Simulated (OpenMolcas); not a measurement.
Pd5+ among 8 point charges of -1 e arranged as a cube (Oh).

| Property | Result |
| --- | --- |
| Program | OpenMolcas |
| Method | CASSCF |
| Basis | ANO-RCC-VDZP [6s5p3d1f] |
| Scalar Hamiltonian | DKH2, point nucleus |
| Active space | 5 electrons in 5 orbitals (4d) |
| State averaging | 2S+1 = 6 even, 1 root; 2S+1 = 4 even, 24 roots; 2S+1 = 2 even, 75 roots |
| Spin-orbit coupling | RASSI with atomic mean-field integrals over the reference wave functions |

All point charges move together. At R = 1.88 Å |10Dq| is 2938 cm-1, and at R = 2.06 Å it is 1854 cm-1.

A third run gives 1524 cm-1. What distance was it run at?

With a power law R^-n the two known points give n = -ln(1854 / 2938) / ln(2.06 / 1.88) = 5.04. Then R = 1.88 × (2938 / 1524)^(1/5.04) = 2.142 Å. The run was at 2.14 Å, so the estimate is off by +0.002 Å.

Without dynamic correlation the repulsion within the d shell is too large (B by tens of per cent), so at a given field states of lower spin stand too high. Point charges give a weaker field than real ligands, and real ions of this kind are as a rule low spin; the high spin found here belongs to the model. This is an electrostatic model: the charges have no orbitals. No measured value stands beside these numbers.
